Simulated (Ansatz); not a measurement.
Reaction (silylene formation by 1,1-elimination): `NC([SiH3])S` → `NCS` + `[SiH2]`

Calculated with Ansatz (gas phase, PBE0-D4/def2-TZVP geometries, no zero-point term in ΔE). CCSD(T)/CBS is the MP2 limit (def2-TZVPP, def2-QZVPP) plus CCSD(T) − MP2 in def2-TZVPP, frozen cores. This one scheme is used for every species. Functionals use def2-TZVPP. B3LYP here is the variant with VWN-RPA as its local correlation; programs differ in this. One conformer a species, not always the lowest.

| level | ΔE (kJ/mol) | difference from CCSD(T)/CBS |
| --- | --- | --- |
| r2SCAN-D4 | 251.0 | 19.1 |
| PBE0-D4 | 242.6 | 10.7 |
| B3LYP-D4 | 226.6 | -5.3 |
| ωB97X-V | 240.9 | 9.0 |
| B2PLYP | 224.1 | -7.8 |
| PBE | 225.8 | -6.1 |
| r2SCAN | 248.3 | 16.4 |
| PBE0 | 233.5 | 1.6 |
| B3LYP | 209.5 | -22.4 |
| HF/def2-TZVPP | 202.4 | -29.5 |
| MP2/def2-TZVPP | 247.0 | 15.1 |
| SCS-MP2/def2-TZVPP | 232.7 | 0.8 |
| HF/def2-QZVPP | 202.7 | -29.2 |
| SCS-MP2/def2-QZVPP | 236.9 | 5.0 |
| MP2/CBS(def2) | 253.9 | 22.0 |
| CCSD/CBS(def2) | 225.5 | -6.4 |
| CCSD(T)/CBS | 231.9 | 0 |

Largest T1 diagnostic among the species: 0.014.

In def2-TZVPP, CCSD(T) changes the Hartree–Fock value by +22.6 kJ/mol (the triples alone add +6.4 kJ/mol) and MP2 by +44.6 kJ/mol. The D4 term adds +17.1 kJ/mol with B3LYP and +9.1 kJ/mol with PBE0; it sums over pairs of atoms, weighted by their polarisabilities, and B3LYP, whose exchange is more repulsive, gets the larger term.
